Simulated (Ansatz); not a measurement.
Computed with Ansatz on PBE0-D4/def2-TZVP structures; ΔE is electronic, products minus reactants. CBS: MP2 limit from def2 TZ/QZ plus the TZ coupled-cluster correction, frozen cores. This one scheme is used for every species. Elements past krypton have def2 core potentials. For I, In outer-core shells are correlated without core-valence functions, which leaves a few kJ/mol of doubt a bond.

Reaction (ligand exchange at the In–Cl bond): `[Cl][In]` + HI → `[In][I]` + HCl

`[Cl][In]`:

```xyz
2

Cl   -0.509    1.034   -0.356
In    0.509   -1.034    0.356
```

HI:

Cartesian coordinates in Å:
```
I -0.706 -0.154 0.354
H 0.706 0.154 -0.354
```

`[In][I]`:

Cartesian coordinates in Å:
```
In -0.761 -0.020 -1.157
I 0.761 0.020 1.157
```

HCl:

Cartesian coordinates in Å:
```
Cl 0.129 0.600 -0.180
H -0.129 -0.600 0.180
```

```csv
level,ΔE (kJ/mol)
SCS-MP2/def2-TZVPP,-23.8
CCSD/def2-QZVPP,-22.3
```

Task: What does CCSD(T)/CBS give? (An estimate is asked.)

Result: Computed: -25.9 kJ/mol. The listed levels differ from it by 2.1, 3.6 kJ/mol.

Largest T1 diagnostic among the species: 0.015.

Leaving LDA and LC-ωPBE aside and taking each functional with its dispersion term where it has one, the values, not all of them listed here, spread over 14.2 kJ/mol, from PBE-QIDH to B97M-V. From BLYP to BHLYP (50 % exact exchange), in def2-TZVPP and without D4, ΔE moves by −4.6 kJ/mol.
